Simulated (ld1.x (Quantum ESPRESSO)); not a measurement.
# Before and after: TM potential for Tc

Tc, norm-conserving Troullier–Martins (Kleinman–Bylander form), made with ld1.x (Quantum ESPRESSO) 7.5 (PBEsol, scalar-relativistic). Core [Ar] 3d10 4s2, reference 4p6 4d5 5s2 5p0. Waves: 5s (bound): rc 2.45 bohr; 4p (bound): rc 1.20 bohr; 4d (bound): rc 1.30 bohr. Local part: the d channel. Core correction: a·sin(br)/r model core inside 1.10 bohr.

Change: all radii but the core radius scaled by about 1.35 (s 3.32, p 1.62, d 1.76 bohr).

Cutoffs: the cutoffs (Ry, on a coarse ladder) from which the occupation-weighted sum of valence levels, in a spherical-Bessel basis at the reference potential, stays within 10 and 1 mRy of its value at 400 Ry; they do not see the model core or the augmentation charge, which bear on the density cutoff. Errors are all-electron minus pseudo energies relative to the spin-unpolarised reference configuration.

**Question.** What does the change do?

**Answer.** The potential gets softer (100 Ry and 140 Ry → 50 Ry and 60 Ry); both files keep a bound ghost (s); of the 7 tests that both files solve, the error grows in 4 and shrinks in 1 by more than 15 % and 0.3 meV (median size 9.9 → 17.2 meV). A larger radius leaves more room for a smooth pseudo-wave, so fewer plane waves are needed.

| quantity | base | changed |
| --- | --- | --- |
| cutoff, loose | 100 Ry | 50 Ry |
| cutoff, tight | 140 Ry | 60 Ry |
| loose cutoff by channel (10 mRy a level) | s 6 Ry, p 55 Ry, d 40 Ry | s 6 Ry, p 25 Ry, d 40 Ry |
| bound ghosts | s | s |
| error for 4p6 4d5 5s1 5p0, meV [ΔE 8.20 eV] | -6.0 | -6.0 |
| error for 4p6 4d5 5s0 5p0, meV [ΔE 23.04 eV] | -38 | -45 |
| error for 4p6 4d4 5s0 5p0, meV [ΔE 51.73 eV] | +32 | -45 |
| error for 4p5 4d5 5s2 5p0, meV [ΔE 51.46 eV] | -67 | -67 |
| error for 4p6 4d5.5 5s1.5 5p0, meV [ΔE -0.62 eV] | -9.9 | -4.3 |
| error for 4p6 4d4 5s2 5p0, meV [ΔE 11.65 eV] | -2.2 | +17 |
| error for 4p6 4d5 5s1 5p1, meV [ΔE 3.80 eV] | -4.1 | +7.5 |

 A true bound ghost makes a file unfit for plane-wave use even where its test errors are small: the radial tests pick states by their node count and pass the ghost by.
